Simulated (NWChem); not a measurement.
System: CH$_{3}$FGeO, singlet; SMILES C[O][Ge][F]

Computed with NWChem. Low-valent species are run as closed-shell singlets; no triplet was tried in these runs. Geometry: optimised at PBE0/def2-SVP. One conformer.

Diagonal of the polarisability tensor at CAM-B3LYP/def2-SVPD, static: 43.84, 56.89, 40.41 bohr³.

Question: Find the mean polarisability volume, the molar refraction, and the refractive index that an ideal gas of it would have at 273.15 K and 1 atm.

Answer: 
1. Mean: one third of the trace = 47.05 bohr³ × 0.14818 Å³/bohr³ = 6.97 Å³.
2. Molar refraction (Lorentz-Lorenz): (4π/3) N_A α = 17.6 cm³/mol.
3. Number density p/kT = 2.687 × 10⁻⁵ Å⁻³; n − 1 = 2π N α = 11.77 × 10⁻⁴.
4. These hold the electronic response alone: vibrational and orientational terms add to the static dielectric constant.
